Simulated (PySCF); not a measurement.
Level of theory: PBE-D3(BJ)/def2-TZVP // PBE0-D3(BJ)/def2-TZVP (PySCF). All species are isolated molecules in the gas phase. 

Reference species (SMILES): `IB(I)I` (neutral, multiplicity 1).

```json
{
  "dipole_moment": "0.00 D"
}
```

Changed species: `B` (whole molecule; the reference has whole molecule).

Problem. What does the change do to the dipole moment?

Solution. the dipole moment hardly moves.
